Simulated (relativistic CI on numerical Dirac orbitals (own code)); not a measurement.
**One change at a time: Ho²⁸⁺**

Base calculation: Dirac-Coulomb-Breit CI, orbitals from a KLI potential per configuration, model QED (radiative potential, 1s self-energy scaled to tabulated hydrogen-like ionisation energies), unscaled Slater integrals.

Configurations in the expansion (outside the closed core [Ar] 3d10): 4s2.4p6.4d3, 4s2.4p5.4d4, 4s2.4p6.4d2.4f, 4s.4p6.4d4, 4s2.4p5.4d3.4f, 4s.4p6.4d3.4f, 4s2.4p6.4d2.5s, 4s2.4p6.4d.4f.5s, 4s2.4p6.4d2.5p, 4s2.4p6.4d2.5d, 4s2.4p5.4d3.5s, 4s2.4p6.4d2.5f, 4s2.4p6.4d.5s.5p, 4s2.4p5.4d3.5p, 4p6.4d4.4f, 4s2.4p6.4d2.5g, 4s.4p6.4d2.4f.5s, 4s2.4p6.4d2.6s, 4s.4p6.4d3.5s, 4s2.4p6.4d2.6p, 4s2.4p6.4d2.6f, 4s2.4p6.4d2.7p, 4s2.4p6.4d.4f2, 4s2.4p6.4f3, 4s2.4p5.4d.4f3, 4s.4p6.4d.4f3, 4s2.4p6.4f2.5s, 4s2.4p6.4d.5s2, 4s2.4p6.4f.5s2, 4s2.4p5.4d.4f.5s2, 4s.4p6.4d.4f.5s2, 4s2.4p6.4d.5p2, 4s2.4p6.4f.5p2, 4s2.4p5.4d.4f.5p2, 4s.4p6.4d.4f.5p2, 4s2.4p6.5s.5p2. Double excitations out of closed p, d and f shells are left out; levels of such configurations are missing from the list, as are those of other unlisted configurations, and high levels can miss mixing partners. These lack a partner that the ground configuration has and come out too high: 4s2.4p6.4d2.5p, 4s2.4p6.4d2.5d, 4s2.4p5.4d3.5s, 4s2.4p6.4d2.5f, 4s2.4p5.4d3.5p.

Variants: (1) P86 correlation estimate; (2) only the first 3 configurations; (3) non-relativistic limit. Shifts of the energy above 4s2.4p6.4d3 4F_3/2, in cm⁻¹, for the lowest level and the first level of each name with at least 55 % of one term (blank where a level changes its place among those of its configuration and J or its character, or is not in the variant):

| Level | Base | Δ(1) | Δ(2) | Δ(3) |
| --- | --- | --- | --- | --- |
| 4s2.4p6.4d3 4F_3/2 | 0 | 0 | 0 | 0 |
| 4s2.4p6.4d3 4F_5/2 | 60570 | 0 | +114 | -60570 |
| 4s2.4p6.4d3 4P_1/2 | 93500 | +2 | +2057 | -58565 |
| 4s2.4p6.4d3 4P_5/2 | 141594 | +2 | +2460 | -106660 |
| 4s2.4p6.4d3 2P_1/2 | 181195 | +2 | +1303 | -125851 |
| 4s2.4p6.4d3 2H_11/2 | 186846 | +2 | +2101 | -133091 |
| 4s2.4p6.4d3 2D_5/2 | 192798 | +5 | +4806 | -133553 |
| 4s2.4p6.4d3 2F_7/2 | 212352 | +4 | +4216 | -123303 |
| 4s2.4p5.4d4 4I°_15/2 | 1245025 | +1290 | -28542 | -181334 |

At this charge energies of transitions that change n are usually good to better than 1 %, and those within a shell (Δn = 0) to a few per cent. Terms inside the open d or f shell come out 10 to 20 % too wide with unscaled integrals.

Ionisation energy from the two ground configurations alone: base 1029.28 eV; P86 correlation estimate 1031.2 eV. The NIST ASD value (theoretical) is 1029 eV.

LS names give the leading component of a level, which can be under half, so a name can repeat, a term be missing and a line seem to break the LS rules.
